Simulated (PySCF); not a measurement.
# `C=C[C@H]1C[C@@H](CC(C)=O)C1`, C9H14O

Cartesian coordinates in Å; atom numbers follow the order of the lines, from 1:
```xyz
24

C    -4.051   -0.138    0.421
C    -2.746   -0.038    0.595
C    -1.726   -0.383   -0.431
C    -0.621    0.670   -0.672
C     0.455   -0.406   -0.455
C     1.542   -0.080    0.571
C     2.406    1.045    0.044
C     3.626    0.596   -0.721
O     2.127    2.205    0.209
C    -0.636   -1.385    0.015
H    -4.753    0.123    1.195
H    -4.473   -0.488   -0.507
H    -2.348    0.316    1.539
H    -2.213   -0.691   -1.357
H    -0.630    1.145   -1.650
H    -0.597    1.446    0.091
H     0.917   -0.725   -1.392
H     1.064    0.244    1.498
H     2.142   -0.970    0.763
H     4.331    0.146   -0.024
H     4.101    1.441   -1.211
H     3.354   -0.157   -1.456
H    -0.628   -1.543    1.092
H    -0.654   -2.352   -0.483
```

Method: GIAO HF/pcSseg-1 magnetisability, rotational g tensor and spin-rotation constants, non-relativistic, gas phase (PySCF 2.14.0). Geometry: GFN2-xTB.

(1) How diamagnetic is it, and how anisotropic?

(2) Split it along the inertial axes a, b, c into diamagnetic and paramagnetic parts about the centre of mass, with the quadrupole moment.

(3) And the rotational g tensor?

## Answers

(1) Isotropic -1522 × 10⁻³⁰ J/T², or -91.7 × 10⁻⁶ cm³/mol; principal values -1652, -1589, -1324 × 10⁻³⁰ J/T², anisotropy 302 × 10⁻³⁰ J/T² (root of half the summed squared differences of the principal values). The susceptibility is in cgs units.

(2) 
| axis | χ (10⁻⁶ cm³/mol) | diamagnetic (10⁻⁶ cm³/mol) | paramagnetic (10⁻⁶ cm³/mol) | summed x² of all electrons (Å²) | quadrupole Θ (D Å) |
| --- | --- | --- | --- | --- | --- |
| a | -99.4 | -494.8 | 395.4 | 471.2 | +2.55 |
| b | -86.5 | -2173.7 | 2087.2 | 75.5 | -7.45 |
| c | -89.1 | -2319.2 | 2230.1 | 41.2 | +4.89 |

Anisotropies 2χaa − χbb − χcc = -23.2 and 2χbb − χaa − χcc = +15.4 × 10⁻⁶ cm³/mol. Θ is traceless in Buckingham's convention.

(3) 
| axis | rotational constant (GHz) | g | nuclear part | electronic part |
| --- | --- | --- | --- | --- |
| a | 3.5201 | -0.0253 | 0.6286 | -0.6539 |
| b | 0.5950 | -0.0062 | 0.5772 | -0.5835 |
| c | 0.5538 | -0.0070 | 0.5731 | -0.5802 |

Asymmetric top; isotopes 12C, 1H, 16O; no vibrational averaging.
